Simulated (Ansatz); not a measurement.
The cluster Au₂I, relaxed as a doublet with UKS PBE0-D4/def2-TZVP in Ansatz, starting from the GFN2-xTB geometry. Force threshold 0.02 eV/Å.

In the def2 sets Au, I take a core potential; there is no spin–orbit coupling. The relaxation made no stability test and no search for a lower SCF solution. The structure comes from a short search, and lower isomers may exist.

Start:

```xyz
3

Au   -0.229   -0.513   -0.325
Au   -0.967   -0.607    2.134
I     1.196    1.120   -1.810
```

Question: Estimate the energy that the relaxation releases and the steps that it takes.

Answer: 4.6 kJ/mol, in 4 steps; 13 s on 4 threads of Arm Neoverse V2 on a shared host. No frequencies were taken in this run, so the end may be a saddle point.

Question: Does the start keep its bonding and symmetry?

Answer: By distances, no bond broke or formed. The bond that changes most is Au1–I3, from 2.63 to 2.53 Å (atoms count from 1). Point group Cs at the start, Cs at the end, both within 0.05 Å.

Question: Predict the relaxed structure.

Answer: 
Cartesian coordinates in Å:
```
Au -0.186 -0.437 -0.311
Au -0.983 -0.636 2.126
I 1.169 1.073 -1.815
```
Bond lengths (bridged metal pairs left out): 1 × Au–Au 2.57 Å; 1 × Au–I 2.53 Å.
